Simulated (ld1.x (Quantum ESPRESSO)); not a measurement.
## u(r) = r·R(r): atom against pseudo-atom (Al (Z = 13))

Columns: radius, all-electron u(r) and pseudo u(r) of the 3p shell (level -4.23 eV) of aluminium in the configuration [Ne] 3s2 3p0.75; LDA (PZ), scalar-relativistic, RRKJ scheme, ld1.x (Quantum ESPRESSO) 7.5.

```csv
r (bohr),all-electron,pseudo
0.130,0.1113,-0.0033
0.260,0.2110,-0.0134
0.390,0.2275,-0.0304
0.520,0.1851,-0.0547
0.650,0.1115,-0.0862
0.780,0.0248,-0.1246
0.910,-0.0642,-0.1691
1.040,-0.1496,-0.2184
1.170,-0.2281,-0.2705
1.300,-0.2983,-0.3232
1.430,-0.3595,-0.3742
1.560,-0.4119,-0.4213
1.690,-0.4558,-0.4627
1.820,-0.4917,-0.4973
1.950,-0.5201,-0.5247
2.080,-0.5418,-0.5451
2.210,-0.5573,-0.5593
2.340,-0.5674,-0.5682
2.470,-0.5727,-0.5728
2.600,-0.5737,-0.5737
2.730,-0.5712,-0.5712
2.860,-0.5655,-0.5655
2.990,-0.5572,-0.5572
3.120,-0.5468,-0.5468
3.250,-0.5344,-0.5344
3.380,-0.5207,-0.5207
```

**Question.** How many radial nodes do the two functions have?

**Answer.** The all-electron 3p function has n − l − 1 = 1; the pseudo-wave has 0, since the states of the same l below it are removed with the core.

**Question.** At about which radius was the pseudo-wave matched?

**Answer.** 2.60 bohr, where the columns begin to agree (steps of 0.13 bohr).

**Question.** Is the pseudo-wave norm-conserving?

**Answer.** Yes: the RRKJ scheme keeps the norm inside the radius equal to the all-electron one, which fixes the energy derivative of the logarithmic derivative at the level.
